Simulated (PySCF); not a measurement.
# Rh(2+): excitation energy

Rh(2+) [Kr] 4d7 (4F) → Rh(2+) [Kr] 4d6 5s1 (6D), as a difference of total energies. All numbers are calculated (PySCF 2.14, a scalar-relativistic core potential, in def2-QZVPPD with the def2 core potential (28 electrons) (7s5p4d4f2g, 88 functions)). Correlated levels: valence: 4s2 4p6 frozen. The calculations carry no spin-orbit coupling.

```json
{"method": "UHF", "excitation energy (eV)": "4.812"}
{"method": "MP2 (valence)", "excitation energy (eV)": "5.395"}
{"method": "SCS-MP2 (valence)", "excitation energy (eV)": "5.934"}
{"method": "CCSD (valence)", "excitation energy (eV)": "5.346"}
{"method": "CCSD(T) (valence)", "excitation energy (eV)": "5.367"}
```

Problem. How much does correlation contribute at CCSD(T) (valence)?

Solution. 5.367 − (4.812) = 0.555 eV, measured against UHF.
